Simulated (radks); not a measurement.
Species: Gd IV. Configuration: [Kr] 4d10 4f7.5 5s1.5 5p6 (fractional occupations, a model configuration). All-electron calculation, Dirac Kohn-Sham, PBEsol, spin-unpolarised, spherical densities, finite nucleus; open shells fill j = l - 1/2 first; Fermi nuclear charge, rms radius 5.1569 fm. Program: a radial shooting solver on a logarithmic mesh with Libxc functionals.

Normalised radial functions P(r) = r R(r) (large component), r in bohr:

| r | 5p3/2 | 4f7/2 | 5d5/2 |
|---|---|---|---|
| 0.001623 | 0.0016 | 0.0000 | 0.0000 |
| 0.002165 | 0.0027 | 0.0000 | 0.0000 |
| 0.002887 | 0.0046 | 0.0000 | 0.0000 |
| 0.003851 | 0.0079 | 0.0000 | 0.0001 |
| 0.005136 | 0.0132 | 0.0000 | 0.0002 |
| 0.006905 | 0.0222 | 0.0000 | 0.0004 |
| 0.00921 | 0.0360 | 0.0000 | 0.0010 |
| 0.01228 | 0.0570 | 0.0001 | 0.0021 |
| 0.01638 | 0.0870 | 0.0002 | 0.0046 |
| 0.02203 | 0.1276 | 0.0005 | 0.0098 |
| 0.02938 | 0.1728 | 0.0015 | 0.0198 |
| 0.03918 | 0.2110 | 0.0040 | 0.0382 |
| 0.05226 | 0.2185 | 0.0105 | 0.0691 |
| 0.0697 | 0.1633 | 0.0260 | 0.1148 |
| 0.09371 | 0.0200 | 0.0621 | 0.1711 |
| 0.125 | -0.1735 | 0.1336 | 0.2131 |
| 0.1667 | -0.3108 | 0.2615 | 0.2018 |
| 0.2223 | -0.2455 | 0.4577 | 0.0974 |
| 0.2989 | 0.0719 | 0.7113 | -0.1005 |
| 0.3987 | 0.4106 | 0.9425 | -0.2871 |
| 0.5318 | 0.4309 | 1.0658 | -0.3225 |
| 0.7093 | 0.0113 | 1.0270 | -0.1298 |
| 0.946 | -0.5712 | 0.8537 | 0.2201 |
| 1.272 | -0.9153 | 0.6129 | 0.5696 |
| 1.696 | -0.8331 | 0.3842 | 0.7426 |
| 2.263 | -0.5010 | 0.2016 | 0.6869 |
| 3.018 | -0.1958 | 0.0835 | 0.4672 |
| 4.057 | -0.0436 | 0.0240 | 0.2173 |
| 5.411 | -0.0051 | 0.0044 | 0.0640 |
| 7.217 | -0.0002 | 0.0004 | 0.0103 |

5p3/2: eigenvalue -50.233 eV, 3 radial nodes at r = 0.0967, 0.283, 0.713 bohr, <r> = 1.56 bohr, 90 % of the charge inside 2.27 bohr. 4f7/2: eigenvalue -31.837 eV, 0 radial nodes, <r> = 0.875 bohr, 90 % of the charge inside 1.50 bohr. 5d5/2 (empty): eigenvalue -24.379 eV, 2 radial nodes at r = 0.260, 0.796 bohr, <r> = 2.18 bohr, 90 % of the charge inside 3.27 bohr.
